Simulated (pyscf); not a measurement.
## •H₂C–InH₂, doublet

Gas-phase minimum from PySCF at ωB97X-D3(BJ)/def2-SVP, one conformer. •H₂C–InH₂ lies 31.4 kcal/mol over its isomer [H₃C–InH]•, and others may lie lower still (electronic energy, ωB97M-D3(BJ)). 

```xyz
6

C     -1.5055    -0.8030    -0.7458
In    -0.5972     0.6059     0.5603
H     -1.5392    -1.8815    -0.5423
H     -1.9892    -0.5257    -1.6917
H      0.1269     0.0426     2.0233
H     -0.6077     2.2765     0.1236
```
Charge 0, spin multiplicity 2.

Bonds (Å): C1–In2 2.125, C1–H3 1.098, C1–H4 1.098, In2–H5 1.727, In2–H6 1.727. Bond angles (°): In2–C1–H3 123.4, In2–C1–H4 123.4, H3–C1–H4 113.2, C1–In2–H5 118.9, C1–In2–H6 118.9, H5–In2–H6 122.2.

Properties at ωB97X-D3(BJ)/def2-SVP:

```yaml
harmonic_wavenumbers_unscaled: 228, 350, 517, 555, 584, 639, 680, 1367, 1823, 1838, 3140, 3247 cm⁻¹
zero_point_energy: 21.4 kcal/mol
rotational_symmetry_number: 2
Entropy of this conformer at 298 K and 1 atm, rigid rotor and harmonic oscillator, modes under 100 cm⁻¹ raised to 100: 283.4 J/(mol K)
dipole_moment: 0.60 D
Spin expectation value S2: 0.753
```

Single-point totals, which compare only within one level (frozen core for MP2 and CC):

| level | total energy (hartree) |
|---|---|
| ωB97X-D3(BJ)/def2-TZVP | -230.65644 |
| PBE/def2-TZVP | -230.49552 |
| r²SCAN/def2-TZVP | -230.60546 |
| B3LYP-D3(BJ)/def2-TZVP | -230.63973 |
| PBE0-D3(BJ)/def2-TZVP | -230.50841 |
| M06-2X/def2-TZVP | -230.45750 |
| ωB97M-D3(BJ)/def2-TZVP | -230.59619 |
| UHF/def2-TZVPP | -229.34195 |
| MP2/def2-TZVPP | -229.78335 |
| CCSD/def2-TZVPP | -229.80676 |
| CCSD(T)/def2-TZVPP | -229.82042 |

The CCSD(T) − MP2 part came from Ansatz, without density fitting, on the same reference. The frozen core leaves the outer d or s,p core shells of the metals and heavy elements correlated in the MP2 and CC values, and def2-TZVPP describes them poorly, so these totals are far from the basis limit. Elements past Kr carry the def2 core potentials, without spin-orbit coupling.
